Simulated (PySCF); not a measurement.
# How methods differ on the excitation energy of In

In [Kr] 4d10 5s2 5p1 (2P) → In [Kr] 4d10 5s1 5p2 (4P), as a difference of total energies. All numbers are calculated (PySCF 2.14, the spin-free X2C one-electron Hamiltonian (Gaussian nucleus), in ANO-RCC-VTZP (7s6p4d2f1g, 68 functions)). Correlated levels: valence: [Kr] 4d10 frozen; valence and next inner shell: [Ar] 3d10 frozen. The calculations carry no spin-orbit coupling.

Task: Order these methods by the excitation energy they give, lowest first.
A. PBE
B. MP2 (valence)
C. MP2 (valence and next inner shell)
D. PBE0

Result: B (3.488 eV), D (4.323 eV), C (4.372 eV), A (4.654 eV).

Errors of the correlated levels include the incompleteness of this basis and the frozen core.

For comparison: 4.350 eV (measured; NIST levels, between the centres of gravity of the two terms).
